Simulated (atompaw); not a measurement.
## Building the PAW (atompaw) potential for potassium (K) (PBE, scalar-relativistic).

atompaw 4.2.0.5 input, output lines left out:

```
K 19
GGA-PBE scalarrelativistic loggrid 1500 logderivrange -5 5 251
4 4 0 0 0 0
4 0 0.75
4 1 0.25
0 0 0
c
c
v
v
c
v
v
2
2.50 1.95 2.45 1.35
n
n
y
-0.05
y
1.65
n
custom rrkj gramschmidtortho sinc
3 0 vpsmatchnc
1.70
2.50
1.65
2.50
2.50
2.50
```

Problem. Is a potential produced?

Solution. No. atompaw 4.2.0.5 stopped with "atompaw: The overlap operator has at least one negative eigenvalue!": the overlap operator built from these waves and projectors is not positive definite.
